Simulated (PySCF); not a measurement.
Species: GaH2(NH2).
SMILES: `[H][Ga]([H])[NH2]`

A linear-response calculation (PySCF, def2-SVPD basis, gas phase, vertical, core orbitals frozen in the response) gave these numbers; the functional is withheld.

Orbital energies (eV): HOMO-3 -14.60, HOMO-2 -11.12, HOMO-1 -9.86, HOMO -8.92, LUMO 0.11, LUMO+1 0.80, LUMO+2 1.81.

```csv
state,E (eV),f,"main configurations (H = HOMO, L = LUMO)"
S1,6.14,0.103,H→L (97%)
S2,6.19,0.0001,H-1→L (100%)
S3,6.47,0.073,"H→L+1 (80%), H→L+2 (12%)"
S4,7.44,0.021,"H-2→L (71%), H→L+2 (19%)"
S5,7.66,0.041,"H→L+2 (60%), H-2→L (26%)"
S6,7.93,0.083,H-1→L+1 (90%)
```

Triplets, Tamm–Dancoff:

```csv
state,E (eV),λ (nm),"main configurations (H = HOMO, L = LUMO)"
T1,4.88,254.3,H→L (96%)
T2,5.69,218.0,H-1→L (98%)
T3,6.01,206.2,"H→L+1 (66%), H→L+2 (24%)"
T4,6.89,179.9,H-2→L (95%)
```

Vertical ionisation energy by ΔSCF with the same functional: 9.92 eV. Mean static polarisability: 40.4 au.

Question: Name the functional.
A. PBE
B. HF
C. CAM-B3LYP
D. PBE0

Answer: C. CAM-B3LYP is range-separated, 19% exact exchange at short range and 65% at long range (ω = 0.33 bohr⁻¹). In this run −ε(HOMO) = 8.92 eV differs from the ΔSCF value by -1.00 eV, and S1 differs from the orbital gap of 9.03 eV by -2.89 eV. The ratio −ε(HOMO)/IP is 0.90. Small neutral molecules mostly give 0.85 to 0.93 with CAM-B3LYP, 0.5 to 0.7 with PBE, 0.7 to 0.83 with PBE0; Hartree–Fock can't fall below 1, since the ion's relaxation only lowers the ΔSCF value. The other options: PBE, a GGA without exact exchange; HF, time-dependent Hartree–Fock, 100% exact exchange; PBE0, a global hybrid with 25% exact exchange.

Method: PySCF, TDDFT CAM-B3LYP/def2-SVPD, vertical, gas phase, core orbitals frozen in the response. Isolated species at its PBE0-D3(BJ)/def2-SVP geometry, gas phase. Relativistic effects, spin–orbit coupling among them, are left out although an element past zinc is present.
